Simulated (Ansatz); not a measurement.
Computed with Ansatz on PBE0-D4/def2-TZVP structures; ΔE is electronic, products minus reactants. CCSD(T)/CBS adds triple-zeta CCSD(T) − MP2 to the extrapolated MP2 energy (def2 sets, frozen cores). DFT in def2-TZVPP. def2 core potentials past Kr. For Br, In outer-core shells are correlated without core-valence functions, which leaves a few kJ/mol of doubt a bond. Scalar relativity is left out up to krypton. One conformer a species, not always the lowest.

`CCCBr` + `C[NH][InH2]` → `CC[N](C)[InH2]` + `CBr`  (substitution at a C–C bond)

```
    level  ΔE (kJ/mol)
revPBE-D4         22.6
   revPBE         33.8
```

Question: What does CCSD(T)/CBS give? (Estimate.)

Answer: Ansatz gave: +26.6 kJ/mol. The listed levels differ from it by -4.0, 7.2 kJ/mol.

Question: What do rigid-rotor, harmonic-oscillator terms from PBE0-D4/def2-TZVP frequencies (298.15 K, 1 bar) make of the CCSD(T)/CBS value? (Best estimate.)

Answer: Computed: ΔZPE = -2.2 kJ/mol, ΔH = +24.3 kJ/mol, ΔS = -20 J/(mol·K), ΔG = +30.1 kJ/mol.

Largest T1 diagnostic among the species: 0.016.

At CCSD(T), def2-SVP lies −4.2 kJ/mol from the extrapolated value and def2-TZVPP −0.2 kJ/mol. Leaving LDA and LC-ωPBE aside and taking each functional with its dispersion term where it has one, the values, not all of them listed here, spread over 7.9 kJ/mol, from revPBE-D4 to B2PLYP. LDA lies −8.9 kJ/mol from PBE without D4. In def2-TZVPP, CCSD(T) changes the Hartree–Fock value by −13.7 kJ/mol (the triples alone add −2.8 kJ/mol) and MP2 by −13.0 kJ/mol.

CCSD(T)/CBS has its own doubt, a few kJ/mol and more with outer-core shells, so smaller differences from it don't rank the levels.
